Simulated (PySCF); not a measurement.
## Ba⁺ (barium, charge +1): B97-3 calculation

Configuration: [Xe] 5d1, 2D determinant (an excited configuration). All numbers are calculated (PySCF 2.14, the spin-free X2C one-electron Hamiltonian (Gaussian nucleus), in x2c-TZVPPall).

- Total energy: -8134.09 hartree
- One-electron energy: -11093.42 hartree
- Hartree (Coulomb) energy: 3158.94 hartree
- Exchange-correlation energy: -199.60 hartree
- ⟨S²⟩: 0.7510
- ⟨L²⟩: 6.013
- Sum of ⟨r⟩: 37.58 bohr
- Sum of ⟨r²⟩: 57.49 bohr²
- Traceless quadrupole moment −½Σ⟨3z² − r²⟩ along its main axis: 3.43 e·bohr²
- Langevin diamagnetic susceptibility: -45.5 ×10⁻⁶ cm³/mol

```json
{"shell": "1s β", "electrons": "1", "mean orbital energy (eV)": "-37297.0", "spread (eV)": "0", "rms radius, mean of both spins (bohr)": "0.0292"}
{"shell": "1s α", "electrons": "1", "mean orbital energy (eV)": "-37297.0", "spread (eV)": "0", "rms radius, mean of both spins (bohr)": "0.0292"}
{"shell": "2s α", "electrons": "1", "mean orbital energy (eV)": "-5929.2", "spread (eV)": "0", "rms radius, mean of both spins (bohr)": "0.119"}
{"shell": "2s β", "electrons": "1", "mean orbital energy (eV)": "-5929.2", "spread (eV)": "0", "rms radius, mean of both spins (bohr)": "0.119"}
{"shell": "2p α", "electrons": "3", "mean orbital energy (eV)": "-5320.2", "spread (eV)": "0.020", "rms radius, mean of both spins (bohr)": "0.106"}
{"shell": "2p β", "electrons": "3", "mean orbital energy (eV)": "-5320.2", "spread (eV)": "0.042", "rms radius, mean of both spins (bohr)": "0.106"}
{"shell": "3s α", "electrons": "1", "mean orbital energy (eV)": "-1267.4", "spread (eV)": "0", "rms radius, mean of both spins (bohr)": "0.312"}
{"shell": "3s β", "electrons": "1", "mean orbital energy (eV)": "-1267.3", "spread (eV)": "0", "rms radius, mean of both spins (bohr)": "0.312"}
{"shell": "3p α", "electrons": "3", "mean orbital energy (eV)": "-1070.4", "spread (eV)": "0.073", "rms radius, mean of both spins (bohr)": "0.311"}
{"shell": "3p β", "electrons": "3", "mean orbital energy (eV)": "-1070.4", "spread (eV)": "0.086", "rms radius, mean of both spins (bohr)": "0.311"}
{"shell": "3d α", "electrons": "5", "mean orbital energy (eV)": "-782.23", "spread (eV)": "0.066", "rms radius, mean of both spins (bohr)": "0.289"}
{"shell": "3d β", "electrons": "5", "mean orbital energy (eV)": "-782.20", "spread (eV)": "0.093", "rms radius, mean of both spins (bohr)": "0.289"}
{"shell": "4s α", "electrons": "1", "mean orbital energy (eV)": "-257.07", "spread (eV)": "0", "rms radius, mean of both spins (bohr)": "0.716"}
{"shell": "4s β", "electrons": "1", "mean orbital energy (eV)": "-257.03", "spread (eV)": "0", "rms radius, mean of both spins (bohr)": "0.716"}
{"shell": "4p α", "electrons": "3", "mean orbital energy (eV)": "-192.66", "spread (eV)": "0.126", "rms radius, mean of both spins (bohr)": "0.762"}
{"shell": "4p β", "electrons": "3", "mean orbital energy (eV)": "-192.62", "spread (eV)": "0.169", "rms radius, mean of both spins (bohr)": "0.762"}
{"shell": "4d α", "electrons": "5", "mean orbital energy (eV)": "-97.749", "spread (eV)": "0.139", "rms radius, mean of both spins (bohr)": "0.862"}
{"shell": "4d β", "electrons": "5", "mean orbital energy (eV)": "-97.706", "spread (eV)": "0.228", "rms radius, mean of both spins (bohr)": "0.862"}
{"shell": "5s α", "electrons": "1", "mean orbital energy (eV)": "-40.375", "spread (eV)": "0", "rms radius, mean of both spins (bohr)": "1.75"}
{"shell": "5s β", "electrons": "1", "mean orbital energy (eV)": "-40.124", "spread (eV)": "0", "rms radius, mean of both spins (bohr)": "1.75"}
{"shell": "5p α", "electrons": "3", "mean orbital energy (eV)": "-24.560", "spread (eV)": "0.072", "rms radius, mean of both spins (bohr)": "2.05"}
{"shell": "5p β", "electrons": "3", "mean orbital energy (eV)": "-24.176", "spread (eV)": "0.556", "rms radius, mean of both spins (bohr)": "2.05"}
{"shell": "5d α", "electrons": "1", "mean orbital energy (eV)": "-7.134", "spread (eV)": "0", "rms radius, mean of both spins (bohr)": "3.53"}
```

Spin-orbit coupling, absent here, splits the open shell strongly.

Densities and radii are taken from the X2C orbitals without a picture-change correction, which distorts them close to the nucleus.
